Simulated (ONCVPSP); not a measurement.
**PBE ONCV dataset for lutetium (Lu), scalar-relativistic all-electron reference.**

The input file (ONCVPSP 4.0.1):

```
# ATOM AND REFERENCE CONFIGURATION
# atsym  z   nc   nv     iexc    psfile
  Lu 71.00    9    5        4      upf
#
#   n    l    f
    1    0    2.00
    2    0    2.00
    2    1    6.00
    3    0    2.00
    3    1    6.00
    3    2   10.00
    4    0    2.00
    4    1    6.00
    4    2   10.00
    4    3   14.00
    5    0    2.00
    5    1    6.00
    5    2    1.00
    6    0    2.00
#
# PSEUDOPOTENTIAL AND OPTIMIZATION
# lmax
    3
#
#   l,   rc,      ep,       ncon, nbas, qcut
    0    2.30    0.00    4    7    5.10
    1    1.30    0.00    4    8    5.60
    2    2.20    0.00    4    8    4.10
    3    0.90    0.00    3    8   16.20
#
# LOCAL POTENTIAL
# lloc, lpopt,  rc(5),   dvloc0
    4    5    0.60    2.00
#
# VANDERBILT-KLEINMAN-BYLANDER PROJECTORs
# l, nproj, debl
    0    3    3.10
    1    2    1.30
    2    2    3.00
    3    3    0.60
#
# MODEL CORE CHARGE
# icmod, fcfact, rcfact
    0    0.00    0.00
#
# LOG DERIVATIVE ANALYSIS
# epsh1, epsh2, depsh
   -4.00    5.00    0.02
#
# OUTPUT GRID
# rlmax, drl
    6.00    0.01
#
# TEST CONFIGURATIONS
# ncnf
    4
# nvcnf
#   n    l    f
    5
    4    3   14.00
    5    0    2.00
    5    1    6.00
    5    2    1.00
    6    0    1.00
#
    5
    4    3   14.00
    5    0    2.00
    5    1    6.00
    5    2    1.00
    6    0    0.00
#
    5
    4    3   14.00
    5    0    2.00
    5    1    6.00
    5    2    0.00
    6    0    0.00
#
    5
    4    3   13.00
    5    0    2.00
    5    1    6.00
    5    2    2.00
    6    0    1.00
#
```

Command:

```bash
oncvpsp.x < Lu.dat > Lu.out
```

Resulting log (shortened: citation, most of the input echo, consistency checks and plot data are left out):

```
ONCVPSP  (Optimized Norm-Conservinng Vanderbilt PSeudopotential)
scalar-relativistic version 4.0.1

#   n    l    f        energy (Ha)
    1    0    2.00    -2.3242682E+03
    2    0    2.00    -3.9564222E+02
    2    1    6.00    -3.4802735E+02
    3    0    2.00    -8.9661796E+01
    3    1    6.00    -7.5375776E+01
    3    2   10.00    -5.8237787E+01
    4    0    2.00    -1.7849423E+01
    4    1    6.00    -1.3162819E+01
    4    2   10.00    -7.0527453E+00
    4    3   14.00    -3.5366993E-01
    5    0    2.00    -2.2438844E+00
    5    1    6.00    -1.1635432E+00
    5    2    1.00    -6.4294425E-02
    6    0    2.00    -1.7122821E-01

Reference configufation results
  iterations    40
  all-electron total energy (Ha)   -1.45633443D+04

Begin loop to  construct optimized pseudo wave functions
and semi-local pseudopoentials for all angular momenta

   Wellstate for l =  0  n =  8
     eigenvalue =   2.9288
     asymptotic potential =   3.4288
     half-point radius =  3.8592

Calculating optimized projector #   1

 for l=   0

    Fraction of norm inside rc  0.989015
    Optimizing pswf for qcut=   5.10 a_B^-1,  ecut=  13.01 Ha
    Residual kinetic energy error=  1.54D-06 Ha

    Energy error per electron        Cutoff
         Ha          eV             Ha
         0.01000     0.27211        4.01
         0.00100     0.02721        5.31
         0.00010     0.00272        8.23
         0.00001     0.00027       11.16

Calculating optimized projector #   2

 for l=   0

    Fraction of norm inside rc  0.127047
    Optimizing pswf for qcut=   5.10 a_B^-1,  ecut=  13.01 Ha
    Residual kinetic energy error=  1.54D-05 Ha

    Energy error per electron        Cutoff
         Ha          eV             Ha
         0.01000     0.27211        3.13
         0.00100     0.02721        5.66
         0.00010     0.00272       10.73
         0.00001     0.00027       14.90

Calculating optimized projector #   3

 for l=   0

    Fraction of norm inside rc  0.142561
    Optimizing pswf for qcut=   5.10 a_B^-1,  ecut=  13.01 Ha
    Residual kinetic energy error=  7.52D-04 Ha

    Energy error per electron        Cutoff
         Ha          eV             Ha
         0.01000     0.27211        8.89
         0.00100     0.02721       12.42
         0.00010     0.00272       28.87
         0.00001     0.00027       40.58

   Wellstate for l =  1  n =  6
     eigenvalue =   0.1365
     asymptotic potential =   0.6365
     half-point radius =  5.0766

Calculating optimized projector #   1

 for l=   1

    Fraction of norm inside rc  0.474456
    Optimizing pswf for qcut=   5.61 a_B^-1,  ecut=  15.72 Ha
    Residual kinetic energy error=  1.11D-02 Ha

    Energy error per electron        Cutoff
         Ha          eV             Ha
         0.01000     0.27211       16.19
         0.00100     0.02721       94.95
         0.00010     0.00272      120.02
         0.00001     0.00027      156.07

Calculating optimized projector #   2

 for l=   1

    Fraction of norm inside rc  0.056247
    Optimizing pswf for qcut=   5.61 a_B^-1,  ecut=  15.72 Ha
    Residual kinetic energy error=  2.23D-03 Ha

    Energy error per electron        Cutoff
         Ha          eV             Ha
         0.01000     0.27211        6.15
         0.00100     0.02721       19.40
         0.00010     0.00272       93.66
         0.00001     0.00027      158.02

   Wellstate for l =  2  n =  7
     eigenvalue =   2.9357
     asymptotic potential =   3.4357
     half-point radius =  3.4888

Calculating optimized projector #   1

 for l=   2

    Fraction of norm inside rc  0.384809
    Optimizing pswf for qcut=   4.09 a_B^-1,  ecut=   8.38 Ha
    Residual kinetic energy error=  2.36D-03 Ha

    Energy error per electron        Cutoff
         Ha          eV             Ha
         0.01000     0.27211        6.71
         0.00100     0.02721       10.01
         0.00010     0.00272       42.30
         0.00001     0.00027       50.42

Calculating optimized projector #   2

 for l=   2

    Fraction of norm inside rc  0.205588
    Optimizing pswf for qcut=   4.09 a_B^-1,  ecut=   8.38 Ha
    Residual kinetic energy error=  3.45D-02 Ha

    Energy error per electron        Cutoff
         Ha          eV             Ha
         0.01000     0.27211        9.79
         0.00100     0.02721       20.76
         0.00010     0.00272       52.45
         0.00001     0.00027       61.92

   Wellstate for l =  3  n =  5
     eigenvalue =   0.2463
     asymptotic potential =   0.7463
     half-point radius = 10.7728

   Wellstate for l =  3  n =  6
     eigenvalue =   0.8463
     asymptotic potential =   1.3463
     half-point radius =  6.9217

Calculating optimized projector #   1

 for l=   3

    Fraction of norm inside rc  0.754825
    Optimizing pswf for qcut=  16.20 a_B^-1,  ecut= 131.25 Ha
    Residual kinetic energy error=  4.77D-04 Ha

    Energy error per electron        Cutoff
         Ha          eV             Ha
         0.01000     0.27211      112.35
         0.00100     0.02721      125.99
         0.00010     0.00272      361.06

Calculating optimized projector #   2

 for l=   3

    Fraction of norm inside rc  0.002350
    Optimizing pswf for qcut=  16.20 a_B^-1,  ecut= 131.25 Ha
    Residual kinetic energy error=  1.98D-06 Ha

    Energy error per electron        Cutoff
         Ha          eV             Ha
         0.01000     0.27211       58.04
         0.00100     0.02721       87.27
         0.00010     0.00272      107.31
         0.00001     0.00027      121.98

Calculating optimized projector #   3

 for l=   3

    Fraction of norm inside rc  0.013331
    Optimizing pswf for qcut=  16.20 a_B^-1,  ecut= 131.25 Ha
    Residual kinetic energy error=  1.75D-05 Ha

    Energy error per electron        Cutoff
         Ha          eV             Ha
         0.01000     0.27211       84.35
         0.00100     0.02721      106.01
         0.00010     0.00272      121.50
         0.00001     0.00027      135.71

Construct Vanderbilt / Kleinmman-Bylander projectors

B matrix Hermiticity error, ll=   0
   1   2    2.0851E-04
   1   3    6.8229E-04
   2   3   -1.5560E-04

  Orthonormal projector coefficients  3.9451E+01  3.8191E+00  5.7949E-01

B matrix Hermiticity error, ll=   1
   1   2    1.3299E-04

  Orthonormal projector coefficients  2.6110E+01  6.2147E+00

B matrix Hermiticity error, ll=   2
   1   2   -1.8346E-04

  Orthonormal projector coefficients -7.7770E+00  7.7091E+00

B matrix Hermiticity error, ll=   3
   1   2    3.1188E-05
   1   3   -1.5560E-04
   2   3    4.5998E-06

  Orthonormal projector coefficients -3.5989E+02 -1.7186E+01 -9.5118E+00

Pseudoatom total energy -268.202617

Diagnostic tests using Vanderbilt-Kleinman-Bylander pseudopotentials
  1 or more projectors used as specified by nproj input data

   l    rcore       rmatch      e in        delta e   norm test  slope test

   0   2.3079411   2.3780152  -2.2438844   0.0000011   1.0001847   1.0001669
   0   2.3079411   2.3780152  -0.1712282   0.0000005   1.0000202   1.0000162
   0   2.3079411   2.3780152   2.9287718   0.0000064   1.0003017   1.0003017

   1   1.3074243   1.3471205  -1.1635432  -0.0000111   1.0001333   1.0001820
   1   1.3074243   1.3471205   0.1364568   0.0000115   1.0003372   1.0003372

   2   2.2000922   2.2668917  -0.0642944   0.0000008   1.0000260   1.0000212
   2   2.2000922   2.2668917   2.9357056   0.0000549   1.0001693   1.0001693

   3   0.9022809   0.9296761  -0.3536699  -0.0004117   1.0003722   1.0000526
   3   0.9022809   0.9296761   0.2463301  -0.0002753   1.0005477   1.0005477
   3   0.9022809   0.9296761   0.8463301  -0.0001661   1.0006158   1.0006158

 Testing for bound ghosts
   n   l    E NL Schr. Eq   E Basis Diag.   E Cutoff

       0                      -20.353547     49.90  WARNING - GHOST(-)
   1   0       -2.243883       -2.243846     49.90
   2   0       -0.171228       -0.158432     49.90

       1                       -9.960524    176.41  WARNING - GHOST(-)
   2   1       -1.163554       -1.161033    176.41

       2                       -7.280510     70.99  WARNING - GHOST(-)
   3   2       -0.064294       -0.054351     70.99

       3                      -34.438385    606.28  WARNING - GHOST(-)
   4   3       -0.354082       -0.344731    606.28

 Testing for highly-localized positive-energy ghosts
       l    <radius>/rc     E Basis Diag.   E Cutoff

       0        0.748312        7.804977     49.90  WARNING - GHOST(+)

Test configuration 0

   n   l     f        eae           eps        diff
   1   0  2.0000-2324.26820613
   2   0  2.0000 -395.64221708
   2   1  6.0000 -348.02734846
   3   0  2.0000  -89.66179606
   3   1  6.0000  -75.37577554
   3   2 10.0000  -58.23778677
   4   0  2.0000  -17.84942303
   4   1  6.0000  -13.16281919
   4   2 10.0000   -7.05274527
   4   3 14.0000   -0.35366993   -0.35408166   -4.12D-04
   5   0  2.0000   -2.24388440   -2.24388334    1.06D-06
   5   1  6.0000   -1.16354316   -1.16355431   -1.11D-05
   5   2  1.0000   -0.06429442   -0.06429367    7.51D-07
   6   0  2.0000   -0.17122821   -0.17122768    5.37D-07

    Total energies and differences
      AE_ref= -1.45633443D+04  AE_tst= -1.45633443D+04  dif=  0.00D+00
      PS_ref= -2.68202617D+02  PS_tst= -2.68202617D+02  dif=  6.82D-12
      PSP excitation error= -6.82D-12

Test configuration 1

   n   l     f        eae           eps        diff
   1   0  2.0000-2324.51635311
   2   0  2.0000 -395.88900639
   2   1  6.0000 -348.27421229
   3   0  2.0000  -89.90819034
   3   1  6.0000  -75.62217856
   3   2 10.0000  -58.48417305
   4   0  2.0000  -18.09594391
   4   1  6.0000  -13.40936529
   4   2 10.0000   -7.29926503
   4   3 14.0000   -0.60010037   -0.60197648   -1.88D-03
   5   0  2.0000   -2.49061525   -2.49110974   -4.94D-04
   5   1  6.0000   -1.41031480   -1.41019047    1.24D-04
   5   2  1.0000   -0.28920603   -0.28910377    1.02D-04
   6   0  1.0000   -0.37522948   -0.37526609   -3.66D-05

    Total energies and differences
      AE_ref= -1.45633443D+04  AE_tst= -1.45630736D+04  dif=  2.71D-01
      PS_ref= -2.68202617D+02  PS_tst= -2.67931823D+02  dif=  2.71D-01
      PSP excitation error= -8.43D-05

Test configuration 2

   n   l     f        eae           eps        diff
   1   0  2.0000-2324.81237825
   2   0  2.0000 -396.18303970
   2   1  6.0000 -348.56837581
   3   0  2.0000  -90.20111884
   3   1  6.0000  -75.91512588
   3   2 10.0000  -58.77716856
   4   0  2.0000  -18.38923957
   4   1  6.0000  -13.70277486
   4   2 10.0000   -7.59274822
   4   3 14.0000   -0.89339711   -0.89733909   -3.94D-03
   5   0  2.0000   -2.78461510   -2.78553721   -9.22D-04
   5   1  6.0000   -1.70270275   -1.70236086    3.42D-04
   5   2  1.0000   -0.55354634   -0.55325447    2.92D-04

    Total energies and differences
      AE_ref= -1.45633443D+04  AE_tst= -1.45625856D+04  dif=  7.59D-01
      PS_ref= -2.68202617D+02  PS_tst= -2.67443613D+02  dif=  7.59D-01
      PSP excitation error= -3.01D-04

Test configuration 3

psatom: WARNING lschvkbb convergence error n,l,iter=   3   2   3
ea(ii),et,emin,emax -6.429367E-02 -7.072304E-02 -7.072304E-02 -7.072304E-02
run_config: WARNING for fully non-local PS atom, stg. 1
 WARNING no output for configuration 4

Test configuration 4

   n   l     f        eae           eps        diff
   1   0  2.0000-2324.79931966
   2   0  2.0000 -396.19304622
   2   1  6.0000 -348.57514645
   3   0  2.0000  -90.24662173
   3   1  6.0000  -75.96003455
   3   2 10.0000  -58.81865769
   4   0  2.0000  -18.41814831
   4   1  6.0000  -13.72454183
   4   2 10.0000   -7.60418842
   4   3 13.0000   -0.86962223   -0.87688646   -7.26D-03
   5   0  2.0000   -2.64796870   -2.68216111   -3.42D-02
   5   1  6.0000   -1.53451340   -1.53553649   -1.02D-03
   5   2  2.0000   -0.34114610   -0.33850073    2.65D-03
   6   0  1.0000   -0.39751527   -0.40015524   -2.64D-03

    Total energies and differences
      AE_ref= -1.45633443D+04  AE_tst= -1.45626543D+04  dif=  6.90D-01
      PS_ref= -2.68202617D+02  PS_tst= -2.67508814D+02  dif=  6.94D-01
      PSP excitation error= -3.83D-03
```

Note: ghosts flagged at negative energy: s at -553.8 eV, p at -271.0 eV, d at -198.1 eV, f at -937.1 eV; GHOST(+) flagged for s at 212.4 eV. A true bound ghost makes a file unfit for plane-wave use.

The run took about 8.8 s on one core of a shared server CPU.
